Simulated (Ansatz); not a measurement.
Wavefunction ladder for FH₅N₃Nb, SMILES `[NH]=[Nb]([NH2])([NH2])[F]`

Z-matrix (Å, degrees):
```
Nb
N 1 1.974
N 1 1.974 2 112.1
N 1 1.745 2 105.3 3 -114.0
F 1 1.897 2 109.9 3 122.4
H 2 1.011 1 124.0 3 -60.2
H 2 1.008 1 125.7 3 113.1
H 3 1.011 1 124.0 2 60.2
H 3 1.008 1 125.8 2 -113.1
H 4 1.009 1 167.4 2 -120.7
```

The species carries charge 0 and has multiplicity 1. Correlated methods include outer-core shells of Nb, which these sets cover unevenly. Nb takes the def2 core potential. The structure was optimised at the PBE0-D4/def2-TZVP level. It is one conformer, not always the lowest. Frozen core, restricted reference, Ansatz 0.2.0.

```csv
basis,HF (Eh),MP2 corr.,CCSD corr.,(T),CCSD(T) total
def2-SVP,-321.98682,-1.04804,-1.04362,-0.04283,-323.07327
def2-TZVPP,-322.33656,-1.37563,-1.35642,-0.06766,-323.76064
def2-QZVPP,-322.35383,-1.49194,–,–,–
```
